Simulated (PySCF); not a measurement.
SMILES Cl[SiH2]CC[SiH2]Cl (C₂H₈Cl₂Si₂) (CAM-B3LYP/def2-SVP optimised geometry):

```
14

Si     0.552     0.073     0.000
Cl    -0.092    -0.830     1.759
C     -0.127    -0.892    -1.455
C     -1.659    -0.989    -1.494
Si    -2.338    -1.953    -2.949
Cl    -1.695    -1.050    -4.708
H      2.037     0.073     0.000
H      0.042     1.469     0.000
H      0.327    -1.898    -1.433
H      0.251    -0.412    -2.376
H     -2.114     0.017    -1.516
H     -2.037    -1.469    -0.573
H     -3.823    -1.954    -2.949
H     -1.828    -3.349    -2.950
```

Method: CAM-B3LYP/def2-TZVP run with PySCF.

**Question.** What are the frontier orbital energies and the dipole moment?

**Answer.** HOMO-2 -10.31 eV, HOMO-1 -10.30 eV, HOMO -9.59 eV, LUMO 1.19 eV, LUMO+1 1.23 eV; dipole moment 0.00 D.

On the same geometry PBE/def2-TZVP run with PySCF gives HOMO-2 -7.56 eV, HOMO-1 -7.55 eV, HOMO -7.01 eV, LUMO -0.72 eV, LUMO+1 -0.69 eV; dipole moment 0.00 D.

Meta-Löwdin charges at CAM-B3LYP/def2-TZVP: Si1 0.73, Cl2 -0.32, C3 -0.44, C4 -0.44, Si5 0.73, Cl6 -0.32, H7 -0.10, H8 -0.11, H9 0.12, H10 0.12, H11 0.12, H12 0.12, H13 -0.10, H14 -0.11.
